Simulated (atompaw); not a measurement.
**Before and after: PAW (atompaw) potential for Pd**

palladium, PAW, made with atompaw 4.2.0.5 (LDA (PW92), scalar-relativistic). Core [Kr], reference 4d10 5s0 5p0. Waves: 5s (bound, empty): rc 2.85 bohr; 5s channel at 3.4 Ry: rc 3.00 bohr; 5p (bound, empty): rc 3.00 bohr; 5p channel at 0.35 Ry: rc 3.00 bohr; 4d (bound): rc 1.75 bohr; 4d channel at 0.05 Ry: rc 1.75 bohr. Local part: bessel scheme, radius 2.00 bohr. Core correction: smooth core density matched at 2.30 bohr. Augmentation charge: besselshape compensation charge, radius 2.70 bohr; PAW radius 3.00 bohr; waves and projectors: custom rrkj gramschmidtortho.

Change: wave 4d (bound): rc 1.75 bohr becomes 4d (bound): rc 1.56 bohr.

Cutoffs: the cutoffs (Ry, on a coarse ladder) from which the occupation-weighted sum of valence levels, in a spherical-Bessel basis at the reference potential, stays within 10 and 1 mRy of its value at 400 Ry; they do not see the model core or the augmentation charge, which bear on the density cutoff.

Q: What does the change do?

A: The potential gets harder (35 Ry and 60 Ry → 45 Ry and 80 Ry); neither file shows a bound ghost.

```csv
quantity,base,changed
"cutoff, loose",35 Ry,45 Ry
"cutoff, tight",60 Ry,80 Ry
bound ghosts,none,none
s: phases at 3.02 bohr within 0.05 rad from the reference energy up to (Ry; the scan ends near 5),to the end of the scan,to the end of the scan
p: phases at 3.02 bohr within 0.05 rad from the reference energy up to (Ry; the scan ends near 5),3.2,3.2
d: phases at 3.02 bohr within 0.05 rad from the reference energy up to (Ry; the scan ends near 5),to the end of the scan,to the end of the scan
lowest overlap eigenvalue by channel,"s 0.65, p 0.59, d 0.96","s 0.65, p 0.59, d 0.15"
```

 The cutoffs see the waves, projectors and local potential, not the compensation charge or the core.
